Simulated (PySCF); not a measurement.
Shapes and spin states of RuI₂

All numbers come from PBE0/[Ru def2-SVP with ECP28, I def2-SVP with ECP28], scalar-relativistic core potentials, density fitting, no spin–orbit coupling, PySCF.

Relaxations began from a few typed shapes and spin states; open shells are unrestricted. The search is not exhaustive: other isomers or separated fragments can lie lower, and high-lying points may rest on an excited occupation.

```tsv
spin	group	bonds	angles	imaginary modes (cm⁻¹)	ΔE (kJ/mol)	ΔE with ZPE (kJ/mol)
quintet	D∞h	Ru–I 2.575 Å (×2)	I–Ru–I 180.0°	none	0.0	0.0
broken-symmetry Ms = 1 (⟨S²⟩ 3.01)	D∞h	Ru–I 2.561 Å (×2)	I–Ru–I 180.0°	none	76.3	76.3
triplet (⟨S²⟩ 2.27)	C2v	Ru–I 2.526 Å (×2)	I–Ru–I 111.4°	none	85.7	85.7
singlet	C2v	Ru–I 2.530 Å (×2)	I–Ru–I 111.9°	none	215.5	215.6
singlet	D∞h	Ru–I 2.553 Å (×2)	I–Ru–I 180.0°	48i	240.0	–
```

The lowest minimum found is the quintet D∞h: Ru–I 2.575 Å (×2); I–Ru–I 180.0°.

Formally Ru is in oxidation state +2, d6, with 4 unpaired electrons (the high-spin count). The Mulliken spin on Ru is 3.47. The polar-tensor charge on Ru, 1.11, is far below the formal one.

For the lowest minimum: open d and f shells are described by one determinant, and the ground state may have another occupation or spin. With an element this heavy the missing spin–orbit coupling can shift these numbers.

The electron or spin density has lower symmetry than the nuclear frame for the broken-symmetry Ms = 1 (⟨S²⟩ 3.01) D∞h at 76.3 kJ/mol, triplet (⟨S²⟩ 2.27) C2v at 85.7 kJ/mol, singlet D∞h at 240.0 kJ/mol.
